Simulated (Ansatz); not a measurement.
Geometry optimisation, Ansatz 0.2.0, RKS PBE/def2-SVP.

input.yaml

```yaml
crystal:
  periodic: [false, false, false]
  atoms:
    - { symbol: Ta, position_ang: [0.0, 0.0, 0.0] }
    - { symbol: Cl, position_ang: [2.82, 0.0, 0.0] }
    - { symbol: F, position_ang: [0.0, 0.0, 1.93] }
    - { symbol: F, position_ang: [0.0, 0.0, -1.93] }
    - { symbol: F, position_ang: [-0.965, 1.6714, 0.0] }
    - { symbol: F, position_ang: [-0.965, -1.6714, 0.0] }
    - { symbol: "N", position_ang: [0.7757, -1.9759, 1.2433] }
    - { symbol: H, position_ang: [0.2944, -2.9105, 1.1069] }
    - { symbol: H, position_ang: [1.5912, -1.8927, 1.9153] }
    - { symbol: H, position_ang: [2.0207, -1.35, 0.8494] }
basis:
  gaussian: { orbitals: def2-SVP }
hamiltonian:
  xc: pbe
relax:
  f_tol: 0.15
  max_steps: 25
  restrain:
    - { distance: [0, 6], at: 2.16, k: 30.0 }
    - { distance: [9, 1], at: 1.37, k: 30.0 }
    - { distance: [0, 1], at: 3.67, k: 30.0 }
    - { distance: [9, 6], at: 2.26, k: 30.0 }
```

Launched with:

```bash
$ ansatz run input.yaml --threads 4 --pin off --max-ram 5120MiB --backend cpu --events-out ev --progress --plain --runs-dir out
```

Q: Where does it end, and by what steps?

A: It converged. The restraints hold the end off the free minimum; the threshold counts their pulls, which the force column leaves out. Restrained pairs: Ta1–N7 (2.46 → 2.10 Å), Cl2–H10 (1.78 → 1.35 Å), Ta1–Cl2 (2.82 → 3.67 Å), N7–H10 (1.45 → 2.25 Å). After 19 steps the energy has fallen by 3.836 eV (the restraints' own energy left out); F5 moved furthest, 1.84 Å.

| step | energy less start (eV) | largest force component (eV/Å) | accepted |
| --- | --- | --- | --- |
| 0 | 0.0000 | 4.301 | yes |
| 1 | 0.2830 | 4.264 | yes |
| 2 | 0.1315 | 4.548 | yes |
| 3 | -1.1529 | 3.076 | yes |
| 4 | -2.2908 | 1.395 | yes |
| 5 | -2.9369 | 1.316 | yes |
| 6 | -3.3360 | 1.266 | yes |
| 7 | -3.5413 | 1.023 | yes |
| 8 | -3.6079 | 1.024 | yes |
| 9 | -3.6249 | 1.144 | yes |
| 10 | -3.6514 | 1.081 | yes |
| 11 | -3.6745 | 1.075 | yes |
| 12 | -3.6988 | 1.174 | yes |
| 13 | -3.7347 | 1.205 | yes |
| 14 | -3.7649 | 1.445 | yes |
| 15 | -3.7782 | 1.555 | yes |
| 16 | -3.8187 | 1.246 | yes |
| 17 | -3.8365 | 1.280 | yes |
| 18 | -3.8062 | 1.363 | no |
| 19 | -3.8358 | 1.305 | yes |

```xyz
10
Properties=species:S:1:pos:R:3
Ta -0.254 -0.171 0.214
Cl 3.284 -0.859 -0.470
F 0.523 0.930 1.545
F 0.489 0.839 -1.187
F -2.020 0.290 0.616
F -0.694 -1.597 -0.955
N 0.510 -1.726 1.404
H 0.339 -2.715 1.200
H 0.879 -1.577 2.349
H 2.516 -1.544 0.400
```

Time of the run: 52 s on 4 threads of Arm Neoverse V1, with other jobs on the host, peak memory 0.21 GiB.
